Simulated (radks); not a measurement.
Isoelectronic series with 7 electrons, all held in the configuration [He] 2s2 2p3, which need not be the ground one along the series. Calculated with a radial shooting solver on a logarithmic mesh with Libxc functionals: scalar-relativistic Kohn-Sham, r2SCAN, spin-polarised, spherical densities, finite nucleus; open shells are filled with parallel spins first; meta-GGA in the generalised Kohn-Sham scheme; Fermi nuclear charge, rms radius of each element as measured or else 0.836 A^(1/3) + 0.57 fm. Total energies (hartree) and orbital eigenvalues (hartree) (* marks an orbital that is empty in some or all of the ions):

N: E (hartree) -54.61627; 2p down* -0.11558; 2p up -0.32672; 2s down -0.55926
O+: E (hartree) -74.61678; 2p down* -0.71355; 2p up -1.00298; 2s down -1.31317
F2+: E (hartree) -97.89363; 2p down* -1.57459; 2p up -1.94070; 2s down -2.33176
Ne3+: E (hartree) -124.44476; 2p down* -2.69237; 2p up -3.13449; 2s down -3.60819
Mg5+: E (hartree) -187.37734; 2p down* -5.68945; 2p up -6.28288; 2s down -6.92616
Al6+: E (hartree) -223.76628; 2p down* -7.56697; 2p up -8.23591; 2s down -8.96634
Si7+: E (hartree) -263.44356; 2p down* -9.69665; 2p up -10.44106; 2s down -11.26055
P8+: E (hartree) -306.41503; 2p down* -12.07839; 2p up -12.89825; 2s down -13.80902
S9+: E (hartree) -352.68723; 2p down* -14.71220; 2p up -15.60751; 2s down -16.61214
Cl10+: E (hartree) -402.26725; 2p down* -17.59819; 2p up -18.56896; 2s down -19.67042
Ar11+: E (hartree) -455.16283; 2p down* -20.73653; 2p up -21.78278; 2s down -22.98447
K12+: E (hartree) -511.38229; 2p down* -24.12745; 2p up -25.24919; 2s down -26.55497
Ca13+: E (hartree) -570.93443; 2p down* -27.77120; 2p up -28.96847; 2s down -30.38269
Sc14+: E (hartree) -633.82871; 2p down* -31.66810; 2p up -32.94091; 2s down -34.46848
Ti15+: E (hartree) -700.07514; 2p down* -35.81848; 2p up -37.16688; 2s down -38.81323
V16+: E (hartree) -769.68435; 2p down* -40.22272; 2p up -41.64673; 2s down -43.41793
